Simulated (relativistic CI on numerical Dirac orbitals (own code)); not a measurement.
## How well does a small relativistic CI reproduce Cs II?

Computed by Dirac-Coulomb-Breit CI, orbitals from a KLI potential per configuration, model QED (radiative potential, 1s self-energy scaled to tabulated hydrogen-like ionisation energies), valence Slater integrals scaled by 0.85, P86 correlation energy added to each configuration (own radial code, finite nucleus).

Configurations in the expansion (outside the closed core [Kr] 4d10): 5s2 5p6, 5s2 5p5 6s, 5s2 5p5 5d, 5s2 5p5 6p, 5s2 5p5 7s, 5s2 5p5 6d, 5s 5p6 5d, 5s2 5p5 4f, 5s2 5p5 7p, 5s2 5p5 5f, 5s2 5p5 7d, 5s2 5p5 5g, 5s2 5p5 6f, 5s2 5p5 7f. Double excitations out of closed p, d and f shells are left out; levels of such configurations are missing from the list, as are those of other unlisted configurations, and high levels can miss mixing partners.

```csv
Configuration,Term (tabulated),J,Measured (cm⁻¹),Computed,Error,Purity (%)
5s2 5p6,1S,0,0.0,0,0,100
5s2 5p5 6s,2[3/2]°,2,107401.6,109368,1967,71
5s2 5p5 5d,2[1/2]°,0,107572.1,108864,1292,97
5s2 5p5 6s,2[3/2]°,1,110954.4,113519,2565,51
5s2 5p5 6s,2[1/2]°,0,122374.8,125434,3059,97
5s2 5p5 6s,2[1/2]°,1,122875.4,126328,3453,39
5s2 5p5 6p,2[5/2],3,129116.7,130348,1231,100
```

Measured levels from NIST Handbook of Basic Atomic Spectroscopic Data (Sansonetti and Martin, J. Phys. Chem. Ref. Data 34, 1559 (2005)); pairs were made by configuration, J and term (by order where the table uses no LS term), so strongly mixed levels may be paired wrongly.

Mean error by configuration (cm⁻¹): 5s2 5p5 6s 2761; 5s2 5p5 5d 1292; 5s2 5p5 6p 1231. Over the excited levels the mean absolute error is 2261 cm⁻¹ (6 of the 13 excited levels that our extract of the source holds in range could be paired, and the others can miss by more), and the median relative error of those above 1,000 cm⁻¹ is 2.1 %.
